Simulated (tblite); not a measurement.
C3H15N2PSi2.
Structure used (GFN2-xTB), in Å, numbered top down from 1:
```
atom  x, y, z in Å
C1     1.730    1.758    0.177
N2     1.419    0.478   -0.419
C3     1.991   -0.604    0.345
C4     0.000    0.308   -0.697
Si5   -0.226   -1.019   -2.061
Si6   -1.170    0.089    0.816
N7    -0.983   -1.482    1.518
P8    -3.261    0.412    0.023
H9     1.318    1.869    1.190
H10    1.333    2.555   -0.451
H11    2.813    1.870    0.229
H12    1.808   -1.544   -0.170
H13    1.576   -0.673    1.361
H14    3.069   -0.453    0.414
H15   -0.319    1.243   -1.176
H16   -1.558   -0.874   -2.649
H17    0.823   -0.815   -3.058
H18   -0.114   -2.385   -1.528
H19   -0.908    0.997    1.947
H20   -1.703   -1.805    2.145
H21   -0.702   -2.241    0.918
H22   -3.125    1.777   -0.139
H23   -3.819    0.566    1.276
```

Method: GFN2-xTB as coded in tblite; computed harmonic values from a numerical Hessian at the method's own geometry, unscaled. Against measured fundamentals such values can be off by several per cent, at times by over 20. Modes of hydrogen on phosphorus and silicon can be 10 to 20 % off. One conformer, not necessarily the lowest.

Harmonic wavenumbers (cm⁻¹): 28.9, 66.9, 85.9, 91.5, 109.5, 128.0, 134.3, 156.9, 187.3, 213.1, 217.4, 237.4, 252.9, 372.6, 396.8, 434.6, 482.3, 512.8, 545.1, 555.9, 611.5, 642.0, 660.7, 690.4, 703.1, 759.5, 789.9, 799.3, 816.6, 831.8, 884.4, 894.3, 1041.7, 1063.8, 1075.0, 1102.1, 1150.3, 1159.0, 1172.6, 1266.4, 1320.4, 1411.7, 1424.2, 1484.2, 1487.7, 1494.7, 1497.5, 1517.1, 2144.6, 2186.0, 2264.7, 2284.7, 2308.6, 2398.6, 2862.1, 2874.8, 2883.4, 2997.4, 3002.7, 3010.0, 3027.2, 3461.3, 3496.2.

A = 1430, B = 778.5, C = 691.4 MHz; mass 166.051 u (most abundant isotopes); point group C1, symmetry number 1.

Task: What is the zero-point energy?

Result: ½Σν̃ = 38082 cm⁻¹ = 455.56 kJ/mol.

Task: Entropy at 273.15 K, 1 bar (ideal gas, RRHO, classical rotation)?

Result: Translation 170.79, rotation 126.16, vibration 184.94: S = 481.9 J/(mol K).

Task: And Cp and H(273.15 K) − H(0)?

Result: Cp = 210.37 J/(mol K), of which vibrations give 177.12 (their classical limit is 63 R = 523.8); H(273.15 K) − H(0) = 35.17 kJ/mol without the zero-point energy, 26.09 from vibrations.

Task: How do the functions run with temperature in this model?

Result: 
| T (K) | S (J/(mol K)) | Cp (J/(mol K)) | H − H(0) (kJ/mol) | G − H(0) (kJ/mol) | ln q(vib) |
| --- | --- | --- | --- | --- | --- |
| 100 | 327.1 | 111.6 | 7.08 | -25.62 | 3.12 |
| 200 | 422.8 | 170.3 | 21.23 | -63.33 | 7.62 |
| 300 | 502.3 | 224.3 | 41.01 | -109.67 | 11.88 |
| 500 | 638.1 | 309.5 | 94.92 | -224.13 | 19.78 |
| 800 | 802.9 | 391.5 | 201.10 | -441.26 | 30.33 |
| 1000 | 894.4 | 427.9 | 283.22 | -611.20 | 36.60 |

q(vib) and H(0) count from the zero-point level.

Task: What must be added to the electronic energy to get the Gibbs energy at 273.15 K and 1 bar?

Result: ZPE + [H(273.15 K) − H(0)] − T·S = 455.56 + 35.17 − 131.63 = 359.10 kJ/mol.

Task: Blend soft modes into free rotors: weight 1/[1 + (100 cm⁻¹/ν̃)⁴] for the oscillator and the rest for a rotor with moment μB/(μ + B), μ = h/(8π²ν), B = 10⁻⁴⁴ kg m². What vibrational entropy results?

Result: 170.17 J/(mol K) in place of 184.94, which changes −T·S at 273.15 K by +4.04 kJ/mol.

Hindered rotation and anharmonicity are outside this model. Other conformers, if any are populated, would add a mixing term that is left out. The structure is chiral; the term R ln 2 for an equal mix with its mirror image is left out.
